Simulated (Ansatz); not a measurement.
A run on BClGeH₄Si (`Cl[SiH]1[BH][GeH2]1`) with other settings.

```yaml
crystal:
  periodic: [false, false, false]
  atoms:
    - {symbol: Cl, position_ang: [-1.800845, 2.639325, -1.152915]}
    - {symbol: Si, position_ang: [-0.620753, 1.034118, -0.707263]}
    - {symbol: B, position_ang: [-0.394010, 0.171438, 0.923638]}
    - {symbol: Ge, position_ang: [0.852172, -1.215966, 0.454296]}
    - {symbol: H, position_ang: [0.057379, 0.648046, -1.965300]}
    - {symbol: H, position_ang: [-0.868436, 0.369454, 1.993264]}
    - {symbol: H, position_ang: [1.415032, -1.399549, -0.964761]}
    - {symbol: H, position_ang: [1.451660, -2.303867, 1.363342]}
basis:
  gaussian: {orbitals: "6-31G*"}
hamiltonian: {xc: {name: CAM-B3LYP}}
accuracy: high
```

```sh
$ ansatz run in.yaml --threads 4 --pin off --events-out ev --progress --plain --max-ram 10444MiB
```

It prints (some lines left out):

```
Functional definition: CAM-B3LYP
1964 factors; integrals over basis functions are off by at most 4.7e-9 eV
461 factors; integrals over basis functions are off by at most 2.1e-9 eV
mean field evaluation 1: about -77651.4487 eV, gradient 2.8e1 eV
mean field evaluation 2: about -77651.5257 eV, gradient 2.8e1 eV
mean field evaluation 4: about -77653.5962 eV, gradient 1.4e0 eV
mean field evaluation 8: about -77653.7016 eV, gradient 9.3e-2 eV
mean field evaluation 16: about -77653.7016 eV, gradient 2.2e-5 eV
mean field -77653.70158843 eV, -2853.7208978052 hartree, gradient 4.9e-8 eV, S^2 0.000000; 0 other end points of the search recorded, 0 dependent functions left out
reference -77653.70160961 eV, -2853.7208985839 hartree; 36, 36 occupied and 60, 60 virtual orbitals, 1964 factors
Total energy: -77653.70160961 eV, -2853.7208985839 hartree
```

It took 4.1 s on 4 threads of an Arm Neoverse V2 on a shared host, with 0.43 GiB of host memory at the peak.
